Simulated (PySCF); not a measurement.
**SbI: from constants to spectrum**

PBE0 constants of SbI, ³Σ⁻ (triplet), unpaired electrons π ↑↑ (Sb cc-pVTZ-PP with ECP28, I cc-pVTZ-PP with ECP28; scalar-relativistic core potentials (PySCF 2.14); masses 120.9038 and 126.9045 u):

| Quantity | Value |
| --- | --- |
| ωe | 211.4 cm⁻¹ |
| ωexe | 0.416 cm⁻¹ |
| Be | 0.03767 cm⁻¹ |
| αe | 9.85e-05 cm⁻¹ |
| De to Sb + I | 2.41 eV |

Problem. What force constant and bond length do these constants imply?

Solution. Reduced mass μred = 61.916 u; k = 5.8918×10⁻⁷·μred·ωe² (u, cm⁻¹, mdyn/Å) = 1.63 mdyn/Å; Re = √(16.8576/(μred·Be)) (u, cm⁻¹, Å) = 2.688 Å.

Problem. Estimate the centrifugal constant D from the Kratzer relation and find the Dunham coefficient a1.

Solution. D = 4Be³/ωe² = 4.78e-09 cm⁻¹; a1 = −1 − αeωe/(6Be²) = -3.45.

Spin–orbit coupling is left out, which matters for elements this heavy, above all for dissociation energies. The state was picked by a PBE0 search and need not be the measured ground state.
